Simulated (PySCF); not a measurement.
A PySCF script (with the pyscf-properties extension) for the NMR shieldings of `BB(F)N(B)C1CC1`, C3H9B3FN, on a GFN2-xTB geometry:

```python
import basis_set_exchange as bse
import numpy as np
from pyscf import gto, dft
from pyscf.prop import nmr

atoms = """
B     2.656349    1.220273   -0.177679
B     1.111247    1.005989    0.399244
F     0.436585    1.913860    1.117332
N     0.419009   -0.229827    0.143249
B     1.077428   -1.275528   -0.522569
C    -0.931382   -0.400007    0.631781
C    -2.013209   -0.865194   -0.294227
C    -2.006750    0.550498    0.200508
H     2.872170    1.661196   -1.240870
H     3.601221    0.957329    0.461947
H     0.547200   -2.304838   -0.686974
H     2.172535   -1.067197   -0.890866
H    -0.964546   -0.753170    1.658247
H    -1.746871   -1.037360   -1.325727
H    -2.758634   -1.546505    0.086652
H    -1.736150    1.327372   -0.498070
H    -2.743200    0.855138    0.928111
"""
names = dict.fromkeys(["B", "F", "N", "C", "H"], "pcSseg-1")
basis = {el: gto.basis.parse(bse.get_basis(n, elements=[el], fmt="nwchem")) for el, n in names.items()}
mol = gto.M(atom=atoms, basis=basis, charge=0, verbose=0)
mf = dft.RKS(mol, xc="PBE0")
mf.grids.level = 2
mf.grids.alignment = dft.numint.BLKSIZE   # the property module wants whole blocks of grid points
mf.conv_tol = 1e-9
mf.kernel()

calc = nmr.RKS(mf)   # GIAO
C = mf.mo_coeff
Co = C[:, mf.mo_occ > 0]
resp = mf.gen_response(singlet=True, hermi=2)
def vind(x):   # induced exchange potential for any number of trial vectors
    d = np.einsum("pi,xij,qj->xpq", C, 2 * x.reshape(-1, C.shape[1], Co.shape[1]), Co, optimize=True)
    return np.einsum("xpq,pi,qj->xij", resp(d - d.transpose(0, 2, 1)), C, Co, optimize=True).ravel()
mo1, _ = nmr.rhf.solve_mo1(calc, with_cphf=vind)
sigma = calc.kernel(mo1)
for i, s in enumerate(sigma):   # ppm
    w = np.linalg.eigvalsh((s + s.T) / 2)
    print("%2d %-2s iso %8.1f  s11 %8.1f  s22 %8.1f  s33 %8.1f" % (i, mol.atom_pure_symbol(i), w.mean(), *w))
```

Task: What are the results?

Result: 
```
 0 B  iso      5.6  s11    -94.3  s22    -39.4  s33    150.5
 1 B  iso     55.9  s11      5.3  s22     66.0  s33     96.5
 2 F  iso    220.8  s11     47.4  s22    176.7  s33    438.4
 3 N  iso     60.7  s11    -45.1  s22      4.9  s33    222.4
 4 B  iso     52.0  s11     13.9  s22     24.8  s33    117.4
 5 C  iso    152.6  s11    113.7  s22    134.8  s33    209.4
 6 C  iso    177.0  s11    142.9  s22    176.9  s33    211.0
 7 C  iso    176.3  s11    142.9  s22    175.2  s33    210.8
 8 H  iso     22.6  s11     11.6  s22     26.6  s33     29.6
 9 H  iso     22.5  s11     11.8  s22     26.3  s33     29.6
10 H  iso     26.0  s11     22.2  s22     26.1  s33     29.8
11 H  iso     27.6  s11     25.1  s22     27.8  s33     29.8
12 H  iso     28.8  s11     22.5  s22     27.1  s33     36.9
13 H  iso     31.3  s11     26.3  s22     28.5  s33     39.2
14 H  iso     30.9  s11     25.4  s22     26.7  s33     40.6
15 H  iso     31.1  s11     27.0  s22     27.8  s33     38.6
16 H  iso     30.8  s11     25.7  s22     26.4  s33     40.2
```

These numbers come from an equivalent density-fitted implementation of the same equations, which agrees with the script to about 0.01 ppm for H and up to a few tenths of a ppm for heavy atoms, so last digits may differ.

Size and cost of the density-fitted run: 181 basis functions, 62 s wall time on 1 thread of an Arm Neoverse N1, shared host; peak memory 0.82 GiB.
